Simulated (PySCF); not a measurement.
## Field gradients at the hydrogen positions

Compound: C₂H₇NOSi.
Geometry (PBE0-D3(BJ)/def2-SVP, Å), atoms numbered from 1 in this order:
```xyz
12
C2H7NOSi angstrom
N     -1.3890    0.5102    0.5706
C     -0.9664   -0.3291   -0.5403
Si     0.7710   -0.9481   -0.1217
C      1.9207    0.5920    0.0796
O      3.1188    0.5400   -0.0504
H     -2.2487    1.0124    0.3602
H     -1.5708   -0.0504    1.4003
H     -0.8783    0.2939   -1.4475
H     -1.6477   -1.1630   -0.8127
H      1.3362   -1.8802   -1.1420
H      0.7278   -1.6455    1.2040
H      1.4170    1.5643    0.3432
```

Level: PBE0/pcSseg-1 (PySCF, non-relativistic); Q(2H) = 0.00286 b; rigid geometry, the same for H and D, with no vibrational averaging.

Problem. Rank these positions by the coupling χzz of a deuteron there, largest first.
A. H12 (formyl hydrogen)
B. H6 (N–H hydrogen)
C. H10 (Si–H hydrogen)
D. H9 (methylene hydrogen)
E. H8 (methylene hydrogen)

Solution. B (263 kHz), E (191 kHz), D (185 kHz), A (162 kHz), C (94 kHz).

Problem. Give the electric field gradient Vzz (the principal value of largest size), its asymmetry and the 2H coupling at each hydrogen.

Solution. 
```json
{"atom": "H6", "bonded to": "N1", "bond length (Å)": "1.018", "Vzz (au)": "0.3914", "η": "0.17", "χzz (kHz)": "263"}
{"atom": "H7", "bonded to": "N1", "bond length (Å)": "1.018", "Vzz (au)": "0.3886", "η": "0.18", "χzz (kHz)": "261"}
{"atom": "H8", "bonded to": "C2", "bond length (Å)": "1.104", "Vzz (au)": "0.2846", "η": "0.06", "χzz (kHz)": "191"}
{"atom": "H9", "bonded to": "C2", "bond length (Å)": "1.111", "Vzz (au)": "0.2748", "η": "0.07", "χzz (kHz)": "185"}
{"atom": "H10", "bonded to": "Si3", "bond length (Å)": "1.493", "Vzz (au)": "0.1406", "η": "0.01", "χzz (kHz)": "94"}
{"atom": "H11", "bonded to": "Si3", "bond length (Å)": "1.499", "Vzz (au)": "0.1380", "η": "0.02", "χzz (kHz)": "93"}
{"atom": "H12", "bonded to": "C4", "bond length (Å)": "1.126", "Vzz (au)": "0.2404", "η": "0.03", "χzz (kHz)": "162"}
```

Problem. Average by the element that carries the hydrogen.

Solution. on N: 262 kHz over 2 positions, mean bond length 1.018 Å; on C: 179 kHz over 3 positions, mean bond length 1.114 Å; on Si: 94 kHz over 2 positions, mean bond length 1.496 Å.

Isolated species at its PBE0-D3(BJ)/def2-SVP geometry (one conformer only). With a basis this small, the couplings can be 20 % off.
